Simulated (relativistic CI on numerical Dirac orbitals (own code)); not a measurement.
## Hyperfine structure of Pb16+, mass number 207

Method of calculation: Dirac-Coulomb-Breit CI, separate exchange-only KLI orbitals for each configuration, model QED (radiative potential, 1s self-energy scaled to tabulated hydrogen-like ionisation energies), unscaled Slater integrals (own radial code, finite nucleus).

Configurations in the expansion (outside the closed core [Kr] 4d10): 4f¹⁴5s²5p⁴, 4f¹⁴5s5p⁵, 4f¹⁴5s²5p³5d, 4f¹⁴5p⁶, 4f¹³5s²5p⁵, 4f¹⁴5s5p⁴5d, 4f¹⁴5s²5p³5f, 4f¹⁴5s²5p³5g, 4f¹⁴5s5p⁴5f, 4f¹⁴5s²5p³6s, 4f¹⁴5p⁵5d, 4f¹⁴5s²5p²5d², 4f¹⁴5s²5p5d³, 4f¹⁴5s5p²5d³, 4f¹⁴5s²5p5d²5f, 4f¹⁴5s²5p5d²5g. Double excitations out of closed p, d and f shells are left out; levels of such configurations are missing from the list, as are those of other unlisted configurations, and high levels can miss mixing partners. Some configurations lack a partner that the ground configuration has and come out too high, among them 4f¹⁴5s5p⁴5f, 4f¹⁴5s²5p³6s.

Nuclear spin I = 1/2, μ = 0.5906 μN (tables of Stone and Pyykkö). The electronic factors are computed for point nuclear moments, without core polarisation or the Bohr-Weisskopf and QED corrections.

```csv
Level,E (eV),A (MHz)
4f¹⁴5s²5p⁴ ³P2,0.0000,17680
4f¹⁴5s²5p⁴ ³P1,26.8192,-24930
4f¹⁴5s²5p⁴ ¹D2,29.0863,61200
```

Levels with J = 0, under 50 % of one LS term, or S terms without an open s electron are left out. Small factors come from cancelling terms and can be off by tens of per cent or more.

At this charge transitions that keep the count of f electrons are usually good to a few per cent. Levels that differ in their count of f electrons can be misplaced by several ten thousand cm⁻¹, since the correlation energy of f electrons is missing or only estimated; rates across such gaps can be off by orders of magnitude.

Question: Give the hyperfine levels of 4f¹⁴5s²5p⁴ ³P1 relative to its centre of gravity.

Answer: With K = F(F + 1) − I(I + 1) − J(J + 1), E = AK/2: F = 1/2: 24930, F = 3/2: -12470 MHz.

LS names give the leading component of a level, which can be under half, so a name can repeat, a term be missing and a line seem to break the LS rules.
